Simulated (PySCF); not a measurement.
C2H8BN3, SMILES N1CCNB1N.

The structure is a stationary point at B3LYP-D3(BJ)/def2-SVP. This is a generated structure with no PubChem entry under its InChIKey; it may be hypothetical. The values are those of a single conformer.

Two levels are set side by side: TDA-PBE/def2-SVPD (PySCF) and TDA-LC-ωPBE/def2-SVPD (PySCF). Vertical, same geometry. The lowest singlet is HOMO→LUMO 100 % with PBE and HOMO→LUMO 77 % with the other functional; states are paired by order. Differences are taken from unrounded values.

| quantity | TDA-LC-ωPBE | TDA-PBE | TDA-PBE minus TDA-LC-ωPBE |
|---|---|---|---|
| lowest singlet excitation (eV) | 6.27 | 4.43 | -1.83 |
| lowest triplet excitation (TDA) (eV) | 6.04 | 4.35 | -1.70 |

A lower first singlet is the usual sign of a functional without exact exchange. Differences between two approximate levels are no errors against the true value.

Rough cost on one machine, each run with all the roots and properties that it gave: TDA-LC-ωPBE against TDA-PBE about 4 times.
